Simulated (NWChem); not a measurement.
System meant: SiOF$_{3}$, doublet; SMILES [O][Si](F)(F)F

Input file for NWChem:

```
start job
memory heap 200 mb stack 900 mb global 1100 mb
geometry units angstroms noautoz
  O      0.001801    -1.690867    -0.080153
  Si     0.019263    -0.018553    -0.005651
  F      1.052440     0.538456     1.093094
  F     -1.486785     0.384327     0.395739
  F      0.418493     0.653800    -1.410387
end
basis spherical
  * library def2-svp
end
dft
  odft
  mult 2
  xc pbe0
  iterations 4
  mulliken
end
task dft energy
```

End of the output:

```
     --------------------------
     Expectation value of S2:
     --------------------------
      <S2> =      0.7521 (Exact =     0.7500)

 center of mass
 --------------
 x =   0.00040340 y =   0.01551385 z =   0.02475252

 moments of inertia (a.u.)
 ------------------
         459.186714632071           0.000000000000          -0.000000000000
           0.000000000000         436.140237723226           0.000000000000
          -0.000000000000           0.000000000000         476.433372393275

     Multipole analysis of the density
     ---------------------------------

     L   x y z        total         alpha         beta         nuclear
     -   - - -        -----         -----         ----         -------
     0   0 0 0     -0.000000    -25.000000    -24.000000     49.000000

     1   1 0 0     -0.001097      0.020390     -0.021488     -0.000000
     1   0 1 0      0.039669      0.866559     -0.826891     -0.000000
     1   0 0 1     -0.064711      1.235938     -1.300649     -0.000000

     2   2 0 0    -24.761847    -66.260369    -65.892459    107.390981
     2   1 1 0     -0.011567     -0.052699      0.008143      0.032990
     2   1 0 1      0.006322     -0.082972      0.038546      0.050748
     2   0 2 0    -24.675998    -74.068685    -70.226149    119.618835
     2   0 1 1     -0.486512     -3.232270      0.730525      2.015233
     2   0 0 2    -24.213095    -67.095606    -59.437808    102.320319

 ------------------------------------------------------------------------
 dft energy failed                                                                                  0
 ------------------------------------------------------------------------
 ------------------------------------------------------------------------
  current input line :
    20: task dft energy
 ------------------------------------------------------------------------
 ------------------------------------------------------------------------
 This type of error is most commonly associated with calculations not reaching convergence criteria
 ------------------------------------------------------------------------
 For more information see the NWChem manual at https://nwchemgit.github.io

0:dft energy failed:Received an Error in Communication
```

Problem. What is wrong, and how is it mended?

Solution. Convergence was not reached. Cause: the SCF was allowed too few iterations. This input runs:
```
start job
memory heap 200 mb stack 900 mb global 1100 mb
geometry units angstroms noautoz
  O      0.001801    -1.690867    -0.080153
  Si     0.019263    -0.018553    -0.005651
  F      1.052440     0.538456     1.093094
  F     -1.486785     0.384327     0.395739
  F      0.418493     0.653800    -1.410387
end
basis spherical
  O library def2-svp
  Si library def2-svp
  F library def2-svp
end
dft
  odft
  mult 2
  xc pbe0
  iterations 150
  mulliken
end
task dft energy
```
It converges to -663.50720 Ha (PBE0/def2-SVP, spin-unrestricted).
